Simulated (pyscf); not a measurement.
C₂H₄Ge (SMILES [CH]1=[CH][GeH2]1) → H₂C=CH–GeH: (SMILES C=[CH][GeH]) [singlet], a rearrangement (singlet surface; Ge–H, C–Ge broken, C–H formed). Structures and frequencies: ωB97X-D3(BJ)/def2-SVP in PySCF. Correlated levels are frozen-core, on RHF or UHF. ΔMP2 is the change of the MP2 total energy from the triple- to the quadruple-zeta basis. Energies in kJ/mol from the reactant's lowest minimum found.

Small-basis levels: PySCF, no dispersion term, spherical d functions. 

Problem. In single points SVWN5/6-31G*+LANL2DZ puts the saddle at 73.0 kJ/mol and the reaction energy at -64.3 kJ/mol. Should these be trusted to within a few kcal/mol? Compare with CCSD(T)/def2-TZVPP + ΔMP2(QZVPP).

Solution. CCSD(T)/def2-TZVPP + ΔMP2(QZVPP) gives ΔE‡ = 90.2 kJ/mol and ΔE = -61.0 kJ/mol. SVWN5/6-31G*+LANL2DZ lies 17.3 kJ/mol under it in the barrier and 3.3 kJ/mol under it in the reaction energy, so on this step it does not hold to within 12.6 kJ/mol. CCSD(T)/def2-TZVPP + ΔMP2(QZVPP) has limits of its own. This is the saddle that the search found; another between the same sides may lie lower. The CCSD(T) − MP2 part came from Ansatz, without density fitting, on the same reference. The frozen core leaves the outer d or s,p core shells of the metals and heavy elements correlated in the MP2 and CC values, and def2-TZVPP describes them poorly, which can shift differences by a few kcal/mol. In the def2 sets elements up to Kr have no core potential.
